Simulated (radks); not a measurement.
Species: Sn IV. Configuration: [Kr] 4d9 5p2 (not the ground configuration). Calculated with a radial shooting solver on a logarithmic mesh with Libxc functionals: Dirac Kohn-Sham, LDA (Slater exchange, Perdew-Wang correlation), spin-unpolarised, spherical densities, point nucleus; open shells are shared between the two j in proportion to 2j + 1.

Normalised radial functions P(r) = r R(r) (large component), r in bohr:

r,4p1/2
0.002353,0.0077
0.003138,0.0117
0.004152,0.0177
0.005538,0.0274
0.007327,0.0419
0.009695,0.0642
0.01293,0.0985
0.01711,0.1466
0.02282,0.2141
0.03019,0.2958
0.04027,0.3847
0.05328,0.4480
0.0705,0.4414
0.09403,0.3028
0.1244,0.0116
0.1659,-0.3830
0.2196,-0.6649
0.2928,-0.5894
0.3875,-0.0621
0.5127,0.6814
0.6838,1.1931
0.9047,1.1566
1.207,0.7352
1.597,0.3181
2.129,0.0847
2.818,0.0134
3.728,0.0010
4.972,0.0000
6.579,0.0000

4p1/2: eigenvalue -133.15 eV, 2 radial nodes at r = 0.126, 0.397 bohr, <r> = 0.858 bohr, 90 % of the charge inside 1.26 bohr.
